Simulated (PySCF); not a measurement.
# Ionisation energy of Xe²⁺ by level of theory

Xe²⁺ [Kr] 4d10 5s2 5p4 (3P) → Xe³⁺ [Kr] 4d10 5s2 5p3 (4S), as a difference of total energies. Computed with PySCF 2.14 in aug-cc-pVTZ-DK3 (8s7p5d2f, 68 functions), with scalar relativity by spin-free X2C-1e. Correlated levels: valence: [Kr] 4d10 frozen. The calculations carry no spin-orbit coupling.

| method | ionisation energy (eV) |
| --- | --- |
| UHF | 29.356 |
| MP2 (valence) | 29.994 |
| SCS-MP2 (valence) | 30.061 |
| CCSD (valence) | 30.126 |
| CCSD(T) (valence) | 30.148 |

Task: How much does correlation contribute at CCSD(T) (valence)?

Result: 30.148 − (29.356) = 0.792 eV, measured against UHF.

A first-order spin-orbit estimate (lowest level to lowest level, LS coupling) adds 0.453 eV.

Errors of the correlated levels include the incompleteness of this basis and the frozen core.

For comparison: 31.05 ± 0.04 eV (semi-empirical (NIST evaluation); NIST Atomic Spectra Database, ionization energies).
